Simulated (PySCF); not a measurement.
The scaffold silaethenyl-X carries different groups X. Isolated molecules, 0 K electronic values unless said otherwise. One relaxed conformer stands for each flexible species; it need not be the lowest. Strings in code marks are SMILES.

Level of theory: PBE-D3(BJ)/def2-TZVP // PBE0-D3(BJ)/def2-TZVP in PySCF. All candidates: neutral, multiplicity 1. Delta-SCF ions had no search for a lower state. Excitations are Tamm–Dancoff values on a coarser integration grid. The basis has no diffuse functions, so Rydberg states are missing or too high.

```
Property                                       Result
-------------------------------------------  --------
HOMO                                         -5.62 eV
brightest of the four lowest singlets (TDA)   4.97 eV
vertical ionisation energy (Delta-SCF)        8.43 eV
```

Problem. Name which member has these values.
(A) `C=[SiH]CO` (C–Si–C–O torsion -4°, Si–C–O–H torsion -47°)
(B) `C=[SiH]CC` (C–Si–C–C torsion 1°)
(C) `C=[SiH]I`
(D) `C=[SiH]F`

Solution. C, `C=[SiH]I`. The others give `C=[SiH]F`: -5.62 eV, 5.76 eV, 8.95 eV; `C=[SiH]CO` (C–Si–C–O torsion -4°, Si–C–O–H torsion -47°): -5.51 eV, 5.60 eV, 8.52 eV; `C=[SiH]CC` (C–Si–C–C torsion 1°): -5.24 eV, 5.67 eV, 8.30 eV
